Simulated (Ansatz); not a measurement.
Ansatz (a quantum-chemistry and plane-wave program) input:

Ansatz 0.2 input:
```yaml
crystal:
  periodic: [false, false, false]
  atoms:
    - {symbol: B, position_ang: [-0.61802600, 0.41469115, 0.02416884]}
    - {symbol: F, position_ang: [0.52723220, -0.20936331, -0.00695393]}
    - {symbol: H, position_ang: [-1.65495985, -0.18918598, -0.05825890]}
basis:
  gaussian:
    orbitals: aug-cc-pVDZ
magnetization: {spin_polarized: true, initial_magnetization: 1}
correlation: {method: ccsd_t, electrons: outside_noble_gas}
output: {forces: true}
```

Task: Predict the final energy.

Result: -124.97995 Eh (CCSD(T)/aug-cc-pVDZ). The basis has 55 functions.

It need not be the lowest isomer of its formula.
